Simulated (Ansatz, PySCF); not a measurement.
Process, species as SMILES: BrBr [molecular bromine] + [H][H] (H2) → 2 Br (HBr)
Each molecule is optimised on its own at B3LYP-D3(BJ)/def2-TZVP (Ansatz, a program for electronic structure). Frequencies are from Ansatz or PySCF.

Wanted: energy of full hydrogenation (enthalpy at 298 K, with B3LYP-D3(BJ) rigid-rotor harmonic-oscillator terms), in kJ/mol. Valence correlation only, unless marked. No spin-orbit coupling. The frozen core is the preceding noble-gas configuration, with the filled d and f shells of earlier blocks. Non-relativistic. CBS marks a two-point X^-3 extrapolation of the correlation energy; Hartree-Fock from the larger set (for Q and 5 zeta extrapolated as (X+1)exp(-9√X)).

CCSD(T)/CBS(cc-pVQZ,cc-pV5Z) (Ansatz) gives -103.5 kJ/mol.

Q: Another calculation gave -110.3 kJ/mol. Which level was it?
A. HF/def2-TZVPD (PySCF)
B. wB97X-V/def2-TZVPD (Ansatz)
C. BLYP/def2-TZVPD (Ansatz)

A: B, wB97X-V/def2-TZVPD (Ansatz). The others give -90.8 (BLYP), -126.6 (HF) kJ/mol.
